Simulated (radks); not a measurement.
Results of a calculation; reference values are marked as such.
Species: the terbium ion Tb5+. Configuration: [Kr] 4d10 4f7 5s2 5p5. Code: a radial shooting solver on a logarithmic mesh with Libxc functionals. Model: Dirac Kohn-Sham, LDA (Slater exchange, Perdew-Wang correlation), spin-unpolarised, spherical densities, point nucleus; open shells are shared between the two j in proportion to 2j + 1.

Spin-orbit splittings of the eigenvalues, e(l+1/2) - e(l-1/2), with zeta = 2 splitting/(2l+1) and mean radii in bohr:

| shell | occ. | splitting (eV) | zeta (eV) | <r> j=l-1/2 | <r> j=l+1/2 |
|---|---|---|---|---|---|
| 2p | 6 | 745.7 | 497.1 | 0.07592 | 0.08287 |
| 3p | 6 | 153.8 | 102.6 | 0.2288 | 0.2420 |
| 3d | 10 | 33.58 | 13.43 | 0.2142 | 0.2183 |
| 4p | 6 | 34.74 | 23.16 | 0.5508 | 0.5807 |
| 4d | 10 | 6.336 | 2.534 | 0.6122 | 0.6225 |
| 4f | 7 | 0.9334 | 0.2667 | 0.7642 | 0.7721 |
| 5p | 5 | 5.696 | 3.798 | 1.365 | 1.437 |
